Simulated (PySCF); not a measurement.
**Unknown compound**

An unknown has the formula C₇H₁₀OSi. Its calculated NMR data are:

1H NMR (600 MHz, computed): δ 9.63 (s, 1H), 6.90 (t, 1H), 4.70 (m, 2H), 3.48 (m, 1H), 2.72 (m, 2H), 1.92 (m, 1H), 1.51 (m, 2H).

13C{1H} NMR (computed): δ 195.7 (CH), 177.9 (C), 147.7 (CH), 35.8 (CH2, 2C), 31.3 (CH), 17.3 (CH).

[PySCF 2.14.0 with density-fitted response routines: GFN2-xTB structure; shieldings: GIAO PBE0/pcSseg-1; no solvent model; non-relativistic Hamiltonian; rapidly exchanging positions averaged; single conformer]

Chemical shifts δ = σref − σ; TMS for 1H (σ = 31.72 ppm) and 13C (σ = 186.93 ppm), all at this level.

Q: Deduce the structure.

A: 
1. Rings plus π bonds: 4 (2 rings in the answer).
2. 6 carbon signals for 7 carbons: some carbons are equivalent by symmetry or fast rotation.
3. Carbon types of the structure: 1 × C, 4 × CH, 2 × CH2, leaving 2 H on heteroatoms.
4. δC 195.7: aldehyde carbonyl carbon; the double bond to the heteroatom, with no lone-pair donor beside it, deshields it most.
5. δC 177.9: α carbon of a C=C–C=O unit.
6. δC 147.7: β carbon of a C=C–C=O unit; conjugation with the carbonyl draws π density from the β position.
7. δC 35.8: sp3 CH2 in a ring; a saturated carbon with 2 carbon neighbours and no heteroatom attached.
8. δC 31.3: allylic sp3 CH; a saturated carbon with 3 carbon neighbours and no heteroatom attached.
9. δH 9.63: hydrogen on an aldehyde carbonyl carbon; deshielded by the polar, anisotropic C=O bond.
10. δH 6.90: hydrogen on a β carbon of a C=C–C=O unit; a vinylic proton, deshielded by the sp2 carbon and the C=C anisotropy.

These data were computed for SMILES O=CC1=C[SiH2][C@H]2C[C@@H]1C2.

The data come from this structure; uniqueness wasn't tested.

Shifts are as computed. Against solution values, carbons near 30 ppm lie about +3 ppm off and those near 130 ppm about +5 ppm. Of 1211 compounds with measured shifts, 218 miss one by over three times the rms of a fit or turn the order of signals round; such compounds aren't used in these exercises. No couplings were computed; multiplicities are counted from neighbouring protons, with m where these are inequivalent, close in shift, in a saturated or five-membered ring or joined by F or P, and br s for small geminal =CH2 splittings.
